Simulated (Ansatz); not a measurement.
`C#CC(C)O` + SiH₄ → `C#CC(C)[SiH3]` + H₂O at 700 K and 1 bar (formal exchange of groups at a C–O bond).

Gas-phase electronic energies from Ansatz, PBE0-D4/def2-TZVP geometries. CCSD(T)/CBS is the MP2 limit (def2-TZVPP, def2-QZVPP) plus CCSD(T) − MP2 in def2-TZVPP, frozen cores. This one scheme is used for every species. One conformer a species, not always the lowest.

```csv
species,CCSD(T)/CBS energy (Eh),H − E (kJ/mol),S (J/(mol·K))
`C#CC(C)O`,-230.92071,306.8,423.2
SiH₄,-291.46306,115.5,252.9
`C#CC(C)[SiH3]`,-446.03382,348.3,475.8
H₂O,-76.37941,80.5,218.4
```

H − E and S are ideal-gas, rigid-rotor, harmonic terms from PBE0-D4/def2-TZVP, for one conformer and one mirror image of each species. 1 Eh = 2625.50 kJ/mol, R = 8.31446 J/(mol·K).

Problem. By hand: ΔE, ΔH, ΔS and ΔG.

Solution. ΔE = (-446.03382) + (-76.37941) − (-230.92071) − (-291.46306) = -0.02946 Eh = -77.3 kJ/mol. Δ(H − E) = 348.3 + 80.5 − 306.8 − 115.5 = 6.5, so ΔH = -70.8 kJ/mol. ΔS = 475.8 + 218.4 − 423.2 − 252.9 = 18.1 J/(mol·K). ΔG = -70.8 − 700 × (18.1)/1000 = -83.5 kJ/mol.

Problem. By hand: the equilibrium constant, and the temperature at which ΔG would vanish if ΔH and ΔS stayed fixed.

Solution. log₁₀ K = −ΔG/(RT ln 10) = 6.2. ΔH and −TΔS have one sign here, so there is no such temperature.

ΔH outweighs TΔS. A doubt of 5 kJ/mol in ΔE shifts log₁₀ K by 0.4 here. Other conformers and mirror images would add mixing entropy, several J/(mol·K) or more a flexible species. These are equilibria of isolated gas molecules and say nothing of rates. Largest T1 diagnostic: 0.011 (customary marks: 0.02 for closed shells, 0.045 for open ones).
